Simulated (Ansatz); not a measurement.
The lowest singlet and triplet of O2 (SMILES O=O); geometries from B3LYP-D3(BJ)/def2-TZVP, each state relaxed from the structure named, with no frequency check, low spin by broken symmetry.
Singlet (charge 0, multiplicity 1):
```xyz
2

O      0.000     0.000    -0.602
O      0.000     0.000     0.602
```

A positive gap puts the triplet lower; no zero-point energy. R- takes a restricted singlet, here one determinant of a half-filled degenerate or near-degenerate pair, which mixes singlet states. U- takes an unrestricted singlet (broken symmetry where lower, unprojected). The triplet is unrestricted in single-reference levels.

Correlated levels freeze the cores.

Codes used: Ansatz (a quantum-chemistry and plane-wave program). Each number belongs to the level named beside it.

Question: One of these levels gives 12.43 kcal/mol for the gap E(singlet) − E(triplet), vertical, at the singlet's geometry. Which one is it?
A) R-SVWN5/def2-TZVPP
B) U-wB97M-V/def2-TZVPP (spin-contaminated)
C) R-CCSD(T)/cc-pVQZ
D) R-HF/cc-pVQZ

Answer: B, U-wB97M-V/def2-TZVPP (spin-contaminated). The others give 54.07 (R-HF/cc-pVQZ), 37.18 (R-SVWN5/def2-TZVPP), 29.78 (R-CCSD(T)/cc-pVQZ)

Doubts at one or more of the structures used: a restricted determinant that unrestricted orbitals would lower (R-HF/cc-pVQZ, R-SVWN5/def2-TZVPP, R-CCSD(T)/cc-pVQZ).
